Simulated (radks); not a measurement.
Values are calculated unless marked as measured or tabulated.
Isoelectronic series with 63 electrons, each ion in its NIST ground configuration. Level of theory: Dirac Kohn-Sham, PBEsol, spin-unpolarised, spherical densities, point nucleus; open shells are shared between the two j in proportion to 2j + 1 (a radial shooting solver on a logarithmic mesh with Libxc functionals). Total energies (hartree) and mean radii <r> (bohr):

ion             configuration  E (hartree)   4f7/2   4f5/2   5p3/2   5p1/2
Eu               [Xe] 4f7 6s2  -10848.3924  0.9885  0.9661   1.663   1.562
Tb2+                 [Xe] 4f9  -11714.2883  0.9013  0.8839   1.591   1.492
Ho4+                 [Xe] 4f9  -12621.0749  0.7486  0.7393   1.427   1.345
Tm6+   [Kr] 4d10 4f11 5s2 5p4  -13568.0188  0.6976  0.6891   1.326   1.252
Lu8+   [Kr] 4d10 4f13 5s2 5p2  -14557.5004  0.6552  0.6470   1.241   1.172
Ta10+  [Kr] 4d10 4f13 5s2 5p2  -15590.6198  0.5935  0.5866   1.145   1.081
Re12+  [Kr] 4d10 4f13 5s2 5p2  -16666.8971  0.5454  0.5392   1.064   1.004
Ir14+  [Kr] 4d10 4f14 5s2 5p1  -17788.4576  0.5143  0.5083   1.004  0.9454
Au16+  [Kr] 4d10 4f14 5s2 5p1  -18954.3837  0.4803  0.4747  0.9424  0.8863
Tl18+  [Kr] 4d10 4f14 5s2 5p1  -20166.3083  0.4514  0.4461  0.8889  0.8342
Bi20+  [Kr] 4d10 4f14 5s2 5p1  -21425.3468  0.4263  0.4212  0.8414  0.7878

4f7/2 drops below 5p3/2 between Lu8+ and Ta10+. 4f7/2 drops below 5p1/2 between Ta10+ and Re12+. 4f5/2 drops below 5p3/2 between Lu8+ and Ta10+. 4f5/2 drops below 5p1/2 between Ta10+ and Re12+.
